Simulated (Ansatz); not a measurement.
Relaxation of CH5ClSn (8 atoms, charge 0, multiplicity 1), to a largest force component of 0.03 eV/Å in at most 50 steps.

Method: Ansatz 0.2.0, UKS r2SCAN-D4/def2-SVP.

```xyz
8
Properties=species:S:1:pos:R:3
Sn 0.450 -0.074 1.160
Cl -2.632 0.419 -0.848
C 0.977 -0.155 -0.747
H -1.342 0.214 -1.042
H 0.243 1.406 1.975
H -0.245 -1.402 1.966
H 1.114 -1.123 -1.238
H 1.436 0.715 -1.226
```

Problem. Where does it end, and by what steps?

Solution. The run converged. After 11 steps the energy has fallen by 0.044 eV; Cl2 moved furthest, 0.69 Å.

| step | energy less start (eV) | largest force component (eV/Å) | accepted |
| --- | --- | --- | --- |
| 0 | 0.0000 | 0.214 | yes |
| 1 | -0.0112 | 0.161 | yes |
| 2 | -0.0277 | 0.173 | yes |
| 3 | -0.0294 | 0.193 | yes |
| 4 | -0.0353 | 0.047 | yes |
| 5 | -0.0375 | 0.147 | yes |
| 6 | -0.0392 | 0.071 | yes |
| 7 | -0.0411 | 0.084 | yes |
| 8 | -0.0421 | 0.150 | yes |
| 9 | -0.0431 | 0.080 | yes |
| 10 | -0.0436 | 0.045 | yes |
| 11 | -0.0440 | 0.024 | yes |

```xyz
8
Properties=species:S:1:pos:R:3
Sn 0.563 -0.092 1.304
Cl -2.374 0.390 -1.490
C 0.649 -0.106 -0.687
H -1.106 0.182 -1.068
H 0.451 1.367 2.178
H -0.012 -1.440 2.175
H 0.763 -1.065 -1.206
H 1.066 0.765 -1.206
```

Whether the end is a true minimum wasn't checked by a vibrational analysis.

The run took 100 s on 4 threads of Arm Neoverse N1 (shared host), peak memory 0.25 GiB.
